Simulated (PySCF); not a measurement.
The calculation used PySCF 2.14.0, delta-SCF UKS SCAN, pcX-2 on the ionised atom, pcseg-1 elsewhere, spin-free X2C. Geometries: PBE0-D3(BJ)/def2-SVP; isolated species, one conformer each. Kα1 is taken as the energy difference of the 1s-hole and 2p3/2-hole states at the ground state's geometry. Spin–orbit coupling isn't in the SCF: each 2p doublet comes from a relaxed spin-free hole plus a matrix of the shell (mean-field spin–orbit coupling and the ground-state 2p splitting), with 2p3/2 averaged over its two sublevels.

```tsv
site	Si 2p3/2 (eV)
silicon in `F[Si](F)(F)F`	112.00
silicon in `[SiH3]CC=C1C=C1`	106.10
silicon in `C#C[C@H]1CC[SiH2]1`	106.55
```

Task: What are the Si 1s binding energies, and the Kα1 emission energies that follow?

Result: 
```
                           site    bonded to  1s (eV)  2p3/2 (eV)  Kα1 = 1s − 2p3/2 (eV)
   silicon in `[SiH3]CC=C1C=C1`    C and 3 H  1845.86      106.10                1739.76
silicon in `C#C[C@H]1CC[SiH2]1`  2 C and 2 H  1846.30      106.55                1739.75
      silicon in `F[Si](F)(F)F`          4 F  1852.47      112.00                1740.47
```

Ranges: 1s 6.61 eV, 2p3/2 5.90 eV, Kα1 0.72 eV. A straight-line fit of 1s on 2p3/2 has slope 1.13.
